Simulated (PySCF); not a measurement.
From computed data to an observable: dipole moment from atomic charges

GeFCl₂Br, SMILES [F][Ge]([Cl])([Cl])[Br]. Atoms are numbered in the order given.

```xyz
5

F     -0.6620    -1.9509     0.0000
Ge    -0.4069    -0.2292     0.0000
Cl    -1.3406     0.5589     1.7598
Cl    -1.3406     0.5589    -1.7598
Br     1.8446     0.1683     0.0000
```

Coordinates come from a PBE-D3(BJ)/def2-SVP optimisation.

Charges (e) from PBE/def2-TZVP run with PySCF:

```tsv
atom	ESP fit	IAO
F1	-0.094	-0.467
Ge2	0.021	1.081
Cl3	0.012	-0.230
Cl4	0.012	-0.230
Br5	0.049	-0.154
```

The dipole moment of the full density is 1.05 D.

Problem. What dipole moment does each set of point charges give, and which comes closer to that of the density?

Solution. 
μ = Σ q r, and 1 e Å = 4.8032 D.
ESP fit: Σ q r = (0.112, 0.200, 0.000) e Å, |μ| = 1.10 D.
IAO: Σ q r = (0.202, 0.380, 0.000) e Å, |μ| = 2.07 D.
ESP fit comes closer in size. Point charges leave out the atoms' own dipoles (lone pairs, polarised bonds); fits to the potential absorb them, partitions of the density don't.
